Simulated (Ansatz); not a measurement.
Input for Ansatz (a first-principles code): R-CCSD(T)/cc-pV(T+d)Z on CH5AlFN (SMILES C[NH][AlH][F]). Files ending in .json are basis or fitting sets from the Basis Set Exchange.

Ansatz 0.2 input:
```yaml
crystal:
  periodic: [false, false, false]
  atoms:
    - {symbol: C, position_ang: [-1.24356505, 0.10160790, 0.35605060]}
    - {symbol: N, position_ang: [-0.10739948, -0.00349986, -0.55061414]}
    - {symbol: Al, position_ang: [1.59746338, -0.12341016, -0.12546666]}
    - {symbol: F, position_ang: [2.69645470, -0.23260759, -1.36141457]}
    - {symbol: H, position_ang: [-1.93920585, -0.73639218, 0.24439388]}
    - {symbol: H, position_ang: [-0.89493239, 0.09756059, 1.39064282]}
    - {symbol: H, position_ang: [-1.80618080, 1.02882066, 0.20646943]}
    - {symbol: H, position_ang: [-0.39175874, -0.00270975, -1.51963856]}
    - {symbol: H, position_ang: [2.08912422, -0.12936963, 1.35957719]}
basis:
  gaussian:
    orbitals: cc-pV_T+d_Z.json
magnetization: {spin_polarized: false}
correlation: {method: ccsd_t, electrons: outside_noble_gas}
scf: {lower_state_search: off}
```

Program output:

```
WARN ansatz: RAYON_NUM_THREADS=1 ignored (pool sized by the plan → 1); use --threads N
Functional definition: HF
these checks for a lower state are left out or cut short: stability, starts, cluster_reference, orbital_swaps, neighbouring_geometries, increment
integrals: 0.79 GiB planned
1152 factors; integrals over basis functions are off by at most 1.4e-3 eV
mean field: 0.55 GiB planned
mean field evaluation 1: about -11881.1545 eV, gradient 4.4e1 eV
mean field evaluation 2: about -11881.2649 eV, gradient 4.5e1 eV
mean field evaluation 4: about -11885.2565 eV, gradient 3.0e0 eV
mean field evaluation 8: about -11885.3039 eV, gradient 2.0e-1 eV
mean field -11885.30407370 eV, -436.7768685602 hartree, gradient 1.5e-6 eV, S^2 0.000000; 0 other end points of the search recorded, 0 dependent functions left out
8 core orbitals not correlated
reference -11885.30407370 eV, -436.7768685602 hartree; 12, 12 occupied and 179, 179 virtual orbitals, 1152 factors
second order -19.69110044 eV of doubles, -0.00000000 eV of singles
coupled cluster: 1.14 GiB planned
cycle   1  -19.87007943 eV  change   -1.8e-1 eV  update   9.0e-2
cycle   2  -20.30856236 eV  change   -4.4e-1 eV  update   2.7e-2
cycle   3  -20.41706716 eV  change   -1.1e-1 eV  update   1.4e-2
cycle   4  -20.40589558 eV  change    1.1e-2 eV  update   3.7e-3
cycle   5  -20.40453730 eV  change    1.4e-3 eV  update   1.8e-3
cycle   6  -20.40543738 eV  change   -9.0e-4 eV  update   6.2e-4
cycle   7  -20.40507229 eV  change    3.7e-4 eV  update   2.1e-4
cycle   8  -20.40498454 eV  change    8.8e-5 eV  update   7.5e-5
cycle   9  -20.40501416 eV  change   -3.0e-5 eV  update   2.5e-5
cycle  10  -20.40501684 eV  change   -2.7e-6 eV  update   7.9e-6
perturbative correction -0.68365100 eV, -0.0251237108 hartree
Total energy: -11906.39274154 eV, -437.5518628088 hartree
Checks for a lower state left out: stability, starts, cluster_reference, orbital_swaps, neighbouring_geometries, increment
```

Self-consistency was reached.

Cost: roughly 120 core-seconds.
